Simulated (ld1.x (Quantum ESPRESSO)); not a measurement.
## cadmium: TM pseudisation with PBE, fully relativistic reference atom.

```json
{
  "Element": "cadmium (Cd)",
  "Generator": "ld1.x (Quantum ESPRESSO) 7.5",
  "Type": "norm-conserving Troullier–Martins (Kleinman–Bylander form)",
  "Functional": "PBE",
  "Relativity": "fully relativistic",
  "Frozen core": "[Ar] 3d10 4s2",
  "Valence charge": "18",
  "Reference configuration": "4p6 4d9 5s0 5p0 (charge +3)",
  "Partial waves": "5s (bound, empty): rc 1.95 bohr; 4p (bound): rc 1.20 bohr; 4d (bound): rc 1.50 bohr",
  "Local potential": "all-electron potential smoothed inside 1.05 bohr (lloc = -1)",
  "Core correction": "none"
}
```

Open shells are filled in proportion to 2j + 1 (rel_dist='average').

Question: Does the generator finish with these settings?

Answer: Yes, a potential is produced.

Question: Estimate the cutoffs (Ry, on a coarse ladder) from which the occupation-weighted sum of valence levels, in a spherical-Bessel basis at the reference potential, stays within 10 and 1 mRy of its value at 400 Ry.

Answer: 100 Ry and 160 Ry.

Question: Does the potential have ghost states?

Answer: Ghost state, extra bound levels that the all-electron valence spectrum of the same l lacks: s at -320.2 eV. A true bound ghost makes a file unfit for plane-wave use. The logarithmic derivative shows an extra or strongly shifted pseudo pole above the reference energy (s near -0.40 Ry).

Question: Which valence shell sets the plane-wave cutoff?

Answer: 4p: its level needs 120 Ry to come within 1 mRy, against 80 Ry for 4d.

Question: Tests: 4p6 4d10 5s2 5p0; 4p6 4d10 5s1 5p0; 4p6 4d10 5s0 5p0; 4p6 4d9 5s2 5p1; 4p6 4d9 5s2 5p0; 4p6 4d10 5s0 5p2; 4p6 4d8 5s0 5p0. Which has the largest error in its energy relative to the reference configuration, and how large is it?

Answer: 4p6 4d10 5s2 5p0, with +157 meV (all-electron minus pseudo) on -64.41 eV.
